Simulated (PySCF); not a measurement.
Al(F)(OH)(SMe) (CH4AlFOS), SMILES C[S][Al]([OH])[F]. Geometry optimised at PBE0-D3(BJ)/def2-SVP. The values are those of a single conformer.

Computed equilibrium geometry at PBE0-D3(BJ)/def2-SVP (PySCF confirms it by a frequency run) as a Z-matrix, and its point group (one conformer of several):
point group Cs.
```
Al
F 1 1.6602
O 1 1.6928 2 121.32
H 3 0.9579 1 126.92 2 0.00
S 1 2.1532 2 120.28 3 180.00
C 5 1.8358 1 99.64 2 180.00
H 6 1.0976 5 111.91 1 0.00
H 6 1.0979 7 109.38 5 120.20
H 6 1.0979 7 109.38 8 119.59
```
Charge 0, spin multiplicity 1.
